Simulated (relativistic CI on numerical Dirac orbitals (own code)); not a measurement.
Cu28+: sensitivity of the levels to the model

Base calculation: Dirac-Coulomb-Breit CI, KLI orbitals optimised for each configuration, model QED.

CI space: 1s, 2s, 2p, 3s, 3p, 3d, 4s, 4p, 4d, 4f, 5s, 5p, 5d, 5f, 5g, 6s, 6p, 6d. Levels of other configurations are missing.

Variants: (1) QED terms removed; (2) non-relativistic limit. Shifts of the energy above 1s 2S_1/2, in eV, for the lowest level and the first level of each name with at least 55 % of one term (blank where a level changes its place among those of its configuration and J or its character, or is not in the variant):

| Level | Base | Δ(1) | Δ(2) |
| --- | --- | --- | --- |
| 1s 2S_1/2 | 0.0 | 0.0 | 0.0 |
| 2p 2P°_1/2 | 8666.0 | +5.6 | -84.4 |
| 2s 2S_1/2 | 8666.9 | +4.8 | -85.2 |
| 2p 2P°_3/2 | 8699.1 | +5.6 | -117.4 |
| 3p 2P°_1/2 | 10281.7 | +5.6 | -110.9 |
| 3s 2S_1/2 | 10282.0 | +5.4 | -111.1 |
| 3d 2D_3/2 | 10291.5 | +5.6 | -120.6 |
| 3p 2P°_3/2 | 10291.5 | +5.6 | -120.7 |
| 3d 2D_5/2 | 10294.7 | +5.6 | -123.8 |
| 4p 2P°_1/2 | 10845.9 | +5.6 | -118.8 |
| 4s 2S_1/2 | 10846.0 | +5.5 | -118.9 |
| 4d 2D_3/2 | 10850.0 | +5.6 | -122.9 |
| 4p 2P°_3/2 | 10850.0 | +5.6 | -122.9 |
| 4f 2F°_5/2 | 10851.3 | +5.6 | -124.2 |
| 4d 2D_5/2 | 10851.3 | +5.6 | -124.2 |
| 4f 2F°_7/2 | 10852.0 | +5.6 | -124.9 |
| 5p 2P°_1/2 | 11106.4 | +5.6 | -121.9 |
| 5s 2S_1/2 | 11106.4 | +5.6 | -121.9 |
| 5d 2D_3/2 | 11108.5 | +5.6 | -124.0 |
| 5p 2P°_3/2 | 11108.5 | +5.6 | -124.0 |
| 5f 2F°_5/2 | 11109.2 | +5.6 | -124.7 |
| 5d 2D_5/2 | 11109.2 | +5.6 | -124.7 |
